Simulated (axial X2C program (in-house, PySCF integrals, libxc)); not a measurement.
What spin–orbit coupling does to SnP

All values were computed with an axial X2C code built on PySCF integrals. Spin-free means the one-electron spin-free X2C Hamiltonian; two-component (2c) means X2C with spin–orbit coupling and atomic mean-field two-electron Coulomb and Gaunt terms, so the difference of the two also holds small scalar two-electron terms. Basis: Sn dyall-cv3z [11s12p9d4f1g], P dyall-v3z [8s7p2d1f] (cores contracted in-house); Gaussian nuclei, density fitting, unrestricted open shells. Masses: Sn 119.902 u, P 30.974 u.

Spin-free state: M_S = 1/2, Λ = 1 (beyond evenly filled blocks: π+α, π+β, π-α); fragments Sn + P.

```csv
level,Re (Å),ωe (cm⁻¹),De (eV),μ (D)
HF,2.463,298.0,0.815,-1.63
CCSD,2.332,403.6,2.273,n/a
CCSD(T),2.333,416.5,2.497,n/a
```

Correlated methods: 19 electrons correlated (number of frozen shells: Sn 4 s, 3 p, 1 d; P 2 s, 1 p), 229 virtual spin orbitals or spinors in MP2, 140 natural virtuals in coupled cluster.

Dipoles are positive if P is the positive end.

Question: Within this multiplet, which Ω should lie lowest by the rule for regular and inverted multiplets?

Answer: The open π shell holds three electrons, one hole, so the multiplet is inverted: Ω = Λ + 1/2 = 3/2. The PBE0 2c search agrees.

Two-component determinant lowest at the distance of the search:

Ω = 3/2 (⟨Sz⟩ = 0.50, ⟨Lz⟩ = 1.00 at HF); fragments Sn + P.

```csv
level,Re (Å),ωe (cm⁻¹),μ (D)
HF,2.472,296.1,-1.59
CCSD,2.339,391.3,n/a
CCSD(T),2.338,406.9,n/a
```

Question: From the two tables, how do the constants change at the CCSD(T) level (2c against spin-free)?

Answer: At the CCSD(T) level Re goes up by 0.005 Å and ωe decreases by 9.6 cm⁻¹.

Occupations by symmetry block were frozen at the best pattern of an incomplete PBE0 search. Dissociation energies refer to the lowest single-determinant-based atoms at the same level and basis. De is not given where an atomic determinant may have missed its ground term or J level, or where the truncated virtual space spoils (T). Coupled cluster ran in a truncated set of natural virtual spinors; the MP2 energy of the rest was added. (T) has no such correction and the atoms are truncated less, which lowers De at CCSD(T) by a hundredth of an eV or more. PBE0 can misorder states that lie within some tenths of an eV, so this need not be the ground state of the molecule. The nearest other spin-free determinant of the search, M_S = 1/2, Λ = 0, lies 0.30 eV up at the distance of the search. The determinant is spin-polarised beyond a pure state at some levels (its spin-free form has ⟨S²⟩ too high), which makes Re and μ there less reliable. The T1 diagnostic is large, a sign of multireference character. The stretched end of a curve changes character and is left out.
